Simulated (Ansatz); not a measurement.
Two isomers of CH5BFNO: A = `NC(O)BF`, B = `OCNBF`.

Program: Ansatz. Geometries: PBE0-D4/def2-TZVP. ΔE: electronic, gas phase. CBS: MP2 limit from def2 TZ/QZ plus the TZ coupled-cluster correction, frozen cores. DFT in def2-TZVPP. B3LYP here is the variant with VWN-RPA as its local correlation; programs differ in this. Each species was taken in one conformer, which may not be the lowest.

(1) Which is lower in electronic energy at CCSD(T)/CBS, and by how much? (Best estimate.)

(2) Give E(B) − E(A) in kJ/mol with B3LYP, PBE-D4, B2PLYP, r2SCAN-D4, CCSD/def2-TZVPP, ωB97M-V, CCSD(T)/def2-TZVPP. (An estimate is asked.)

Largest T1 diagnostic: 0.013.

Answers

(1) Computed: B, by 139.4 kJ/mol.

(2) Computed: B3LYP -141.7, PBE-D4 -132.0, B2PLYP -142.0, r2SCAN-D4 -137.7, CCSD/def2-TZVPP -141.5, ωB97M-V -139.2, CCSD(T)/def2-TZVPP -139.7. None reverses the order clearly.

From PBE to PBE0 (25 % exact exchange), in def2-TZVPP and without D4, E(B) − E(A) moves by −5.9 kJ/mol. In def2-TZVPP, CCSD(T) changes the Hartree–Fock value by +10.8 kJ/mol (the triples alone add +1.9 kJ/mol) and MP2 by +7.8 kJ/mol.
